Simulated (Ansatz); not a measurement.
Two members of one family (AlH3 adduct), computed with Ansatz in the gas phase. The two geometries come from different levels. Binding counts from free atoms in the multiplicity of their measured ground term, without zero-point energy. The structures are stationary points that may keep the symmetry of their start.

First: Al(PH3)H3 (singlet, charge 0, PBE-D4/def2-TZVP geometry).

```xyz
8

Al   -1.275    0.354   -0.596
P     0.935   -0.260    0.437
H     1.934   -0.871   -0.365
H     0.966   -1.176    1.522
H     1.742    0.757    1.015
H    -1.671   -1.129   -1.071
H    -0.689    1.382   -1.683
H    -1.943    0.942    0.741
```

| level | HOMO (eV) | LUMO (eV) | gap (eV) | binding per atom (eV) |
| --- | --- | --- | --- | --- |
| PBE-D4/def2-SVP | -6.52 | -0.90 | 5.62 | 2.50 |
| PBE-D4/def2-TZVP | -6.61 | -1.22 | 5.38 | 2.50 |
| r2SCAN-D4/def2-TZVP | -6.90 | -0.97 | 5.93 | 2.54 |
| r2SCAN0-D4/def2-TZVP | -8.03 | -0.16 | 7.87 | 2.53 |
| LC-ωPBE/def2-TZVP | -10.61 | 1.91 | 12.53 | 2.50 |

Second: Al(AsH3)H3 (singlet, charge 0, r2SCAN-D4/def2-TZVP geometry).

```xyz
8

Al   -1.370   -0.642    0.166
As    0.984    0.462   -0.120
H     1.336    1.700    0.663
H     1.428    0.964   -1.470
H     2.230   -0.323    0.204
H    -2.226    0.634   -0.262
H    -1.225   -0.983    1.717
H    -1.157   -1.812   -0.898
```

Estimate how these quantities change from the first to the second (second minus first).


| level | Δ HOMO (eV) | Δ LUMO (eV) | Δ gap (eV) | Δ binding per atom (eV) |
| --- | --- | --- | --- | --- |
| PBE-D4/def2-SVP | -0.06 | -0.08 | -0.02 | -0.12 |
| PBE-D4/def2-TZVP | -0.04 | 0.09 | 0.13 | -0.13 |
| r2SCAN-D4/def2-TZVP | -0.04 | 0.09 | 0.13 | -0.13 |
| r2SCAN0-D4/def2-TZVP | -0.05 | 0.04 | 0.09 | -0.13 |
| LC-ωPBE/def2-TZVP | -0.05 | -0.20 | -0.15 | -0.13 |
